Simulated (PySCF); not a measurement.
Compound: [Mo(NMe)(CN)4]-, C5H3MoN5 (charge -1 and doublet state).
Bonds: Mo1–N2, Mo1–C7, Mo1–C9, Mo1–C11, Mo1–C13, N2–C3, C7–N8, C9–N10, C11–N12, C13–N14. Hydrogens: H4, H5, H6 on C3.

Method used: PBE0-D3(BJ)/def2-SVP geometry optimisation, gas phase, def2 core potentials past Kr (PySCF).

**Question.** List the bond lengths and angles at this level.

**Answer.** 
```csv
bond,length (Å)
Mo1–N2,1.685
Mo1–C7 and 3 like bonds,2.130
N2–C3,1.411
"C3–H4, C3–H5, C3–H6",1.102
C7–N8 and 3 like bonds,1.166
```

Bonds in one row agree within 0.01 Å and their mean is given. A selection of angles:
```csv
angle,degrees
N2–Mo1–C7,105.3
C7–Mo1–C9,85.9
C7–Mo1–C11,149.5
Mo1–N2–C3,179.8
N2–C3–H4,110.2
H4–C3–H5,108.8
Mo1–C7–N8,179.0
```

Mo1 (molybdenum bonded to 4 C and N) is square pyramidal (τ5 = (β − α)/60° = 0.00 from the two widest angles, 149.6° and 149.5° (0 for a square pyramid, 1 for a trigonal bipyramid)). The 5 C–N bonds span 1.166 Å (C7–N8) to 1.411 Å (N2–C3), a spread of 0.245 Å. All 4 C–Mo bonds measure 2.129 to 2.130 Å.

Point group: near Cs, missed by 0.24 Å at most; the miss may be what the optimiser left on a soft mode. No PBE0-D3(BJ)/def2-SVP frequencies stand behind this structure, so it isn't proved a minimum. ⟨S²⟩ = 0.767 (exact for a doublet: 0.75).

Hardware: an Arm Neoverse V2 with one thread, shared host with 96 logical CPUs at a one-minute load of 80. Cost: 10 min, 1.1 GiB resident at most. That covers the optimisation of the geometry.
